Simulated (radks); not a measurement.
Q: Radial electron density D(r) = 4 pi r^2 rho(r) of an atom or ion with 8 electrons. All-electron calculation, Dirac Kohn-Sham, relativistic LDA (MacDonald-Vosko exchange, VWN5 correlation), spin-unpolarised, spherical densities, finite nucleus; Fermi nuclear charge, rms radius of each element as measured or else 0.836 A^(1/3) + 0.57 fm. Program: a radial shooting solver on a logarithmic mesh with Libxc functionals.

| r (bohr) | D(r) (e/bohr) |
|---|---|
| 0.002645 | 0.6891 |
| 0.00323 | 0.9950 |
| 0.003914 | 1.408 |
| 0.004743 | 1.979 |
| 0.005793 | 2.797 |
| 0.007019 | 3.861 |
| 0.008505 | 5.266 |
| 0.01039 | 7.165 |
| 0.01259 | 9.458 |
| 0.01525 | 12.22 |
| 0.01848 | 15.40 |
| 0.02257 | 18.95 |
| 0.02735 | 22.27 |
| 0.03314 | 25.02 |
| 0.04047 | 26.72 |
| 0.04904 | 26.75 |
| 0.05942 | 25.10 |
| 0.07258 | 22.05 |
| 0.08794 | 18.92 |
| 0.1066 | 16.96 |
| 0.1301 | 17.13 |
| 0.1577 | 19.18 |
| 0.1911 | 21.46 |
| 0.2334 | 21.76 |
| 0.2828 | 18.79 |
| 0.3426 | 13.30 |
| 0.4185 | 7.192 |
| 0.5071 | 2.981 |
| 0.6144 | 0.8784 |
| 0.7504 | 0.1591 |
| 0.9093 | 0.01865 |

What is the nuclear charge?

A: Z = 23. The innermost maximum, from 1s, lies near gamma/Z bohr with gamma = sqrt(1 - (Z/c)^2) = 0.986, here 0.0429 bohr (found: 0.0449), and its height grows with Z. The density is that of the vanadium ion V15+ in [He] 2s2 2p4; the configuration itself is not fixed sharply by these data, and Z only to about a unit. D(r) has 2 maxima, at r = 0.0449, 0.215 bohr, and minima at 0.116 bohr, inside which lie 2.24 electrons.
